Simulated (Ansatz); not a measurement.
Cost and result for the atomization energy of ClHOSn, SMILES `[OH][Sn][Cl]` (4 atoms, 3 bonds).

Charge 0, multiplicity 1. Correlated methods include outer-core shells of Sn, which these sets cover unevenly. Sn: def2 effective core potential. Geometry: relaxed with PBE0-D4/def2-TZVP. It is one conformer, not always the lowest. Program: Ansatz. All runs use 4 threads of an Arm Neoverse V2 on a shared host. Times are those of one run each, without the atoms' runs, and a repeat can differ threefold. Electronic energies, without spin–orbit coupling; frozen cores. CCSD(T)/CBS adds CCSD(T) − MP2 in def2-TZVPP to the MP2 limit, and its time is that of the two runs behind it. T1 = 0.017. With those shells the extrapolation isn't a true limit. HSE06 is the plane-wave form, built on full-range PBE exchange.

CCSD(T)/CBS is a level of theory with its own doubt, some kJ/mol a heavy atom from the limit and from the frozen cores, so smaller differences don't rank the functionals.

```csv
level,functions,wall time
BLYP-D4/def2-TZVPP,137,0.6 s
CCSD(T)/def2-SVP,63,0.65 s
PBE-D4/def2-TZVPP (with forces),137,0.7 s
HSE06-D4/def2-TZVPP,137,0.85 s
B2PLYP/def2-TZVPP,137,1.4 s
PBE-QIDH/def2-TZVPP,137,1.4 s
r2SCAN-D4/def2-TZVPP (with forces),137,1.6 s
B97M-V/def2-TZVPP,137,2 s
ωB97X-V/def2-TZVPP,137,2 s
ωB97M-V/def2-TZVPP (with forces),137,3 s
CCSD(T)/def2-TZVPP,137,8.5 s
CCSD(T)/def2-QZVPP,239,78 s
CCSD(T)/CBS(def2),–,87 s
```

Q: What atomization energy does each give, and how far from CCSD(T)/CBS? (An estimate is asked.)

A: Ansatz gave: 
```json
{"level": "BLYP-D4/def2-TZVPP", "atomization (kcal/mol)": "299.5", "difference from CCSD(T)/CBS": "-0.7", "per bond": "-0.3"}
{"level": "CCSD(T)/def2-SVP", "atomization (kcal/mol)": "259.3", "difference from CCSD(T)/CBS": "-40.9", "per bond": "-13.6"}
{"level": "PBE-D4/def2-TZVPP (with forces)", "atomization (kcal/mol)": "304.9", "difference from CCSD(T)/CBS": "4.7", "per bond": "1.6"}
{"level": "HSE06-D4/def2-TZVPP", "atomization (kcal/mol)": "291.0", "difference from CCSD(T)/CBS": "-9.2", "per bond": "-3.1"}
{"level": "B2PLYP/def2-TZVPP", "atomization (kcal/mol)": "290.8", "difference from CCSD(T)/CBS": "-9.4", "per bond": "-3.2"}
{"level": "PBE-QIDH/def2-TZVPP", "atomization (kcal/mol)": "287.5", "difference from CCSD(T)/CBS": "-12.7", "per bond": "-4.3"}
{"level": "r2SCAN-D4/def2-TZVPP (with forces)", "atomization (kcal/mol)": "296.7", "difference from CCSD(T)/CBS": "-3.5", "per bond": "-1.2"}
{"level": "B97M-V/def2-TZVPP", "atomization (kcal/mol)": "300.6", "difference from CCSD(T)/CBS": "0.4", "per bond": "0.1"}
{"level": "ωB97X-V/def2-TZVPP", "atomization (kcal/mol)": "296.4", "difference from CCSD(T)/CBS": "-3.8", "per bond": "-1.3"}
{"level": "ωB97M-V/def2-TZVPP (with forces)", "atomization (kcal/mol)": "294.7", "difference from CCSD(T)/CBS": "-5.5", "per bond": "-1.9"}
{"level": "CCSD(T)/def2-TZVPP", "atomization (kcal/mol)": "284.3", "difference from CCSD(T)/CBS": "-15.9", "per bond": "-5.3"}
{"level": "CCSD(T)/def2-QZVPP", "atomization (kcal/mol)": "294.2", "difference from CCSD(T)/CBS": "-6.0", "per bond": "-2.0"}
{"level": "CCSD(T)/CBS(def2)", "atomization (kcal/mol)": "300.2", "difference from CCSD(T)/CBS": "0.0", "per bond": "0.0"}
```

From PBE to PBE0 (25 % exact exchange), in def2-TZVPP and without D4, the atomization energy moves by −13.7 kcal/mol: exact exchange takes away binding that semilocal exchange gives to molecules. Leaving LDA and LC-ωPBE aside and taking each functional with its dispersion term where it has one, the values, not all of them listed here, spread over 28.8 kcal/mol, from BHLYP-D4 to PBE-D4. LDA lies +46.7 kcal/mol from PBE without D4, its usual overbinding. In def2-TZVPP, CCSD(T) changes the Hartree–Fock value by +97.8 kcal/mol (the triples alone add +8.2 kcal/mol) and MP2 by +109.0 kcal/mol; breaking electron pairs costs correlation energy, which Hartree–Fock lacks.

Spin–orbit coupling would lower the free Sn atoms strongly, and the atomization energy with them, by more than many differences here. For some Ge, Se and Sn compounds the MP2-based and the directly extrapolated limit differ by 10 to 25 kJ/mol.
